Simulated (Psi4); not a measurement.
Intermolecular potential of CH4S ··· Li+ (SMILES CS and [Li+]) (charge +1). Monomers: optimised at B3LYP-D3(BJ) (def2-TZVP), held rigid. Orientation: lowest of the rigid-body minima from ten starts at GFN2-xTB (searched outside a hard wall at short contacts). R is the distance of the centres of mass, along which the second monomer moves. The shortest distances reach bonding range, where SAPT0 and rigid monomers are unreliable.

Levels of theory: PBE/def2-TZVP, counterpoise-corrected (Psi4); PBE-D3(BJ)/def2-TZVP, counterpoise-corrected (Psi4); SAPT0/jun-cc-pVDZ, all electrons correlated (Psi4).

Interaction energies in kcal/mol; the last columns give the difference from SAPT0:

```
R / Å  PBE/def2-TZVP  PBE-D3(BJ)/def2-TZVP  SAPT0/jun-cc-pVDZ  PBE/def2-TZVP − SAPT0/jun-cc-pVDZ  PBE-D3(BJ)/def2-TZVP − SAPT0/jun-cc-pVDZ
-----  -------------  --------------------  -----------------  ---------------------------------  ----------------------------------------
2.35          -22.32                -23.30             -17.41                              -4.92                                     -5.89
2.52          -27.61                -28.55             -24.23                              -3.39                                     -4.32
2.71          -28.82                -29.70             -26.56                              -2.26                                     -3.14
2.94          -27.06                -27.89             -25.62                              -1.45                                     -2.28
3.12          -24.68                -25.57             -23.60                              -1.08                                     -1.97
3.42          -20.36                -21.83             -19.57                              -0.79                                     -2.25
3.71          -16.57                -18.00             -15.91                              -0.66                                     -2.09
4.24          -11.22                -12.23             -10.79                              -0.43                                     -1.44
4.91           -6.99                 -7.54              -6.91                              -0.08                                     -0.63
5.88           -3.89                 -4.09              -4.12                               0.23                                      0.03
7.22           -2.16                 -2.22              -2.43                               0.27                                      0.22
```

PBE/def2-TZVP is furthest from SAPT0/jun-cc-pVDZ at 2.35 (-4.92 kcal/mol, below); its mean absolute difference over the points is 1.41 kcal/mol.

PBE-D3(BJ)/def2-TZVP is furthest from SAPT0/jun-cc-pVDZ at 2.35 (-5.89 kcal/mol, below); its mean absolute difference over the points is 2.21 kcal/mol.
